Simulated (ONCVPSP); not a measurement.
## Cu (Z = 29), ONCV: configuration errors across variants

Cu (Z = 29), optimised norm-conserving Vanderbilt (ONCV), made with ONCVPSP 4.0.1 (PBE, non-relativistic). Core [Ne], reference 3s2 3p6 3d10 4s0.5 (charge +0.5). Waves: 3s+4s: rc 1.30 bohr, ncon 4, nbas 8, qcut 8 1/bohr, 2 projectors; 3p: rc 1.05 bohr, ncon 4, nbas 8, qcut 12.8 1/bohr, 2 projectors, debl 1.4 Ha; 3d: rc 1.05 bohr, ncon 4, nbas 7, qcut 15.2 1/bohr, 1 projector. Local part: polynomial inside 0.90 bohr (lpopt 5, dvloc0 1 Ha). Core correction: none.

In the p channel the program set the typed energies aside and used -2.762, 0.250 Ha.

All-electron excitation energies from the reference (eV): (1) 3s2 3p6 3d10 4s1 -3.062; (2) 3s2 3p6 3d10 4s0 4.851; (3) 3s2 3p6 3d9 4s0 26.336; (4) 3s2 3p6 3d8 4s0 65.625.

Errors AE − PS in meV (a dash: test not solved or not reliable):

```tsv
change	(1)	(2)	(3)	(4)	bound ghosts	GHOST(+) flags above zero
base	-1.1	+0.6	-3.9	-14	none	none
all radii scaled by about 0.80 (s 1.04, p 0.84, d 0.84 bohr); local potential polynomial inside 0.72 bohr (lpopt 5, dvloc0 1 Ha)	–	+0.5	-1.2	-4.4	none	none
all radii scaled by about 0.85 (s 1.10, p 0.90, d 0.90 bohr); local potential polynomial inside 0.76 bohr (lpopt 5, dvloc0 1 Ha)	-1.0	+0.5	-1.7	-6.1	none	none
all radii scaled by about 0.93 (s 1.20, p 0.98, d 0.98 bohr); local potential polynomial inside 0.84 bohr (lpopt 5, dvloc0 1 Ha)	-0.9	+0.6	-2.8	-10	none	none
all radii scaled by about 1.10 (s 1.42, p 1.16, d 1.16 bohr); local potential polynomial inside 0.98 bohr (lpopt 5, dvloc0 1 Ha)	-1.1	+0.7	-6.0	-21	none	none
all radii scaled by about 1.24 (s 1.60, p 1.30, d 1.30 bohr); local potential polynomial inside 1.12 bohr (lpopt 5, dvloc0 1 Ha)	-1.1	+0.9	-11	-38	none	none
all radii scaled by about 1.33 (s 1.72, p 1.40, d 1.40 bohr); local potential polynomial inside 1.20 bohr (lpopt 5, dvloc0 1 Ha)	-1.0	+1.0	-15	-48	none	none
```

Q: Give the same row for: all radii scaled by about 1.18 (s 1.52, p 1.24, d 1.24 bohr); local potential polynomial inside 1.06 bohr (lpopt 5, dvloc0 1 Ha).

A: -1.1, +0.8, -8.6, -30; bound ghosts: none; GHOST(+) flags above zero: none.
